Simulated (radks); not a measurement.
Values are calculated unless marked as measured or tabulated.
Problem. Species: V IV. Configuration: [Ar] 3d2 (the NIST ground configuration). Level of theory: scalar-relativistic Kohn-Sham, r2SCAN, spin-polarised, spherical densities, finite nucleus; open shells are filled with parallel spins first; meta-GGA in the generalised Kohn-Sham scheme; Fermi nuclear charge, rms radius 3.6002 fm (a radial shooting solver on a logarithmic mesh with Libxc functionals). Some entries of the table are withheld. Estimate them.

| orbital | occ. | eigenvalue (eV) | <1/r> (bohr^-1) | <r^2> (bohr^2) |
|---|---|---|---|---|
| 1s down | 1 | -5420.289 | 22.84 | 0.005941 |
| 1s up | 1 | -5420.265 | 22.84 | 0.005941 |
| 2s up | 1 | -645.7665 | 4.814 | 0.1119 |
| 2s down | 1 | -644.6920 | 4.820 | 0.1115 |
| 2p up | 3 | -543.5614 | (1) | 0.09252 |
| 2p down | 3 | -542.7359 | (2) | 0.09217 |
| 3s up | 1 | (3) | 1.500 | 1.008 |
| 3s down | 1 | (4) | 1.494 | 1.014 |
| 3p up | 3 | -79.7804 | 1.375 | 1.152 |
| 3p down | 3 | -76.8404 | 1.370 | 1.159 |
| 3d up | 2 | -37.7288 | 1.095 | 1.682 |
| 3d down | 0 | -34.6408 | 1.093 | 1.703 |

Solution. 
(1) 2p up <1/r> (bohr^-1): 4.700
(2) 2p down <1/r> (bohr^-1): 4.706
(3) 3s up eigenvalue (eV): -107.4383
(4) 3s down eigenvalue (eV): -104.4976
